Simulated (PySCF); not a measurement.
A GIAO shielding run with PySCF 2.14 (density fitting, non-relativistic, gas phase) on `C=C/C=C\C(=C)C(C)=S`, C₈H₁₀S:

```
$ OMP_NUM_THREADS=1 python probes_run.py task.json out

{"job": {"kind": "nmr", "xc": "PBE0", "basis": "pcSseg-1"}, "charge": 0, "multiplicity": 1}
C      2.403784     1.379059     1.178050
C      1.487744     0.796328     0.409874
C      0.358172     1.504132    -0.144902
C     -0.656778     0.950169    -0.820087
C     -0.837096    -0.482242    -1.079662
C     -1.243712    -0.907183    -2.283730
C     -0.635949    -1.441597     0.005888
C     -0.963733    -1.026292     1.402422
S     -0.109347    -2.960301    -0.294317
H      3.245917     0.837452     1.572522
H      2.336317     2.421588     1.444212
H      1.579984    -0.251220     0.156118
H      0.371165     2.579000    -0.014433
H     -1.405899     1.593348    -1.263376
H     -1.396615    -1.954373    -2.481446
H     -1.429347    -0.219692    -3.090681
H     -1.481626    -0.070554     1.430160
H     -1.580195    -1.792516     1.870407
H     -0.052589    -0.945855     1.995518
```

Hardware: 1 thread of an Arm Neoverse N1, shared host. The job also computes population analyses, field gradients.

Q: How large is the calculation?

A: 74 electrons, 210 basis functions and 1105 auxiliary functions.

Q: How long does it take, and how much memory does it need?

A: 73 s of wall time, with 14 SCF cycles and 6 response iterations; peak memory 0.99 GiB. Times on a shared host scatter by some tens of per cent.
